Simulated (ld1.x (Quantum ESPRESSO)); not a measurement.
**Building the TM potential for Sb (Z = 51) (LDA (PZ), fully relativistic).**

```
Element                 : antimony (Sb)
Generator               : ld1.x (Quantum ESPRESSO) 7.5
Type                    : norm-conserving Troullier–Martins (Kleinman–Bylander form)
Functional              : LDA (PZ)
Relativity              : fully relativistic
Frozen core             : [Kr]
Valence charge          : 15
Reference configuration : 4d10 5s1.75 5p3.25
Partial waves           : 5p (bound): rc 2.35 bohr; 4d (bound): rc 1.70 bohr; 5s (bound): rc 1.90 bohr
Local potential         : the s channel
Core correction         : none
```

Open shells are filled in proportion to 2j + 1 (rel_dist='average').

All-electron outer shells of the reference configuration (LDA (PZ), scalar-relativistic, ld1.x):

```tsv
shell	level (eV)	outermost node (bohr)	outermost maximum (bohr)
4s	-148.86	0.39	0.73
4p	-101.97	0.39	0.76
4d	-33.91	0.38	0.84
5s	-13.30	0.95	1.88
5p	-5.15	1.04	2.32
```

Q: Does the generator finish with these settings?

A: Yes, a potential is produced and its reference levels are reproduced.

Q: Estimate the cutoffs (Ry, on a coarse ladder) from which the occupation-weighted sum of valence levels, in a spherical-Bessel basis at the reference potential, stays within 10 and 1 mRy of its value at 400 Ry.

A: 80 Ry and 140 Ry.

Q: Does the potential have ghost states?

A: No extra level below or beside the all-electron valence levels (p1/2, p3/2, d3/2, d5/2, s, f tested).

Q: Which valence shell sets the plane-wave cutoff?

A: 4d: its level needs 80 Ry to come within 1 mRy, against 30 Ry for 5s.

Its largest configuration-test error is -265 meV (4d9 5s2 5p3). 1 of 7 tests not solved or not reliable.
